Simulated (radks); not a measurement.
Br I, 35 electrons, occupied as [Ar] 3d10 4s2 4p5 (the NIST ground configuration). Calculated with a radial shooting solver on a logarithmic mesh with Libxc functionals: scalar-relativistic Kohn-Sham, LDA (Slater exchange, Perdew-Wang correlation), spin-unpolarised, spherical densities, finite nucleus; Fermi nuclear charge, rms radius 4.1629 fm.

Unscreened Slater integrals over Kohn-Sham orbitals (eV).

F0(4p,4p): 11.744
F2(4p,4p): 5.9928
F0(4p,4s): 12.979
G1(4p,4s): 8.3704
F0(4p,3d): 15.577
F2(4p,3d): 3.0012
G1(4p,3d): 0.99151
G3(4p,3d): 0.90461
F0(4p,3p): 15.629
F2(4p,3p): 2.8402
G0(4p,3p): 0.68262
G2(4p,3p): 0.78832
F0(4s,4s): 14.707
F0(4s,3d): 18.894
G2(4s,3d): 1.5977
F0(4s,3p): 18.981
G1(4s,3p): 1.2488
F0(3d,3d): 42.304
F2(3d,3d): 20.185
F4(3d,3d): 12.683
F0(3d,3p): 42.679
F2(3d,3p): 20.442
G1(3d,3p): 24.714
G3(3d,3p): 15.309
F0(3p,3p): 43.484
F2(3p,3p): 21.775

Derived for the open shells (J is the average intra-shell exchange parameter used in DFT+U). 4p: J = F2/5 = 1.199 eV.
